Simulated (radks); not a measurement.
Results of a calculation; reference values are marked as such.
How relativity changes the ionisation of the iron ion Fe3+ ([Ar] 3d5) to Fe4+ ([Ar] 3d4). Spin-unpolarised spherical Kohn-Sham, PBE, point nucleus unless stated (finite: rms radius 3.7377 fm), a radial shooting solver on a logarithmic mesh with Libxc functionals. A level marked "c x" has the speed of light scaled by that factor and shares open shells by 2j + 1; other Dirac levels either fill j = l - 1/2 first or share by 2j + 1.

level                               E(Fe3+) (hartree)  E(Fe4+) (hartree)  IE (eV)   HOMO  <r> HOMO (bohr)
non-rel.                                  -1261.12608        -1259.16412   53.388     3d           0.9854
scalar-rel.                               -1270.27586        -1268.32488   53.089     3d           0.9894
scalar-rel., finite nucleus               -1270.27172        -1268.32074   53.089     3d           0.9894
Dirac, 2j+1 shares                        -1270.30163        -1268.35069   53.088  3d5/2           0.9909
Dirac, low j first                        -1270.31470        -1268.36824   52.966  3d5/2           0.9914
Dirac, 2j+1 shares, finite nucleus        -1270.29749        -1268.34654   53.088  3d5/2           0.9909
Dirac, c x 0.85                           -1273.91393        -1271.96721   52.973  3d5/2           0.9930
Dirac, c x 1.5                            -1265.16405        -1263.20699   53.254  3d5/2           0.9878
Dirac, c x 2                              -1263.38969        -1261.43048   53.313  3d5/2           0.9867

NIST Atomic Spectra Database: 54.91 eV (measured). The relativistic part of the total energy of Fe3+ is -9.171 hartree (Dirac, 2j+1 shares, finite nucleus), 0.73 % of the non-relativistic value. Spin polarisation and multiplet splitting of open shells are left out at every level.

Beside tabulated values, note that spin-unpolarised runs miss the spin-polarisation part of the exchange energy of open shells.
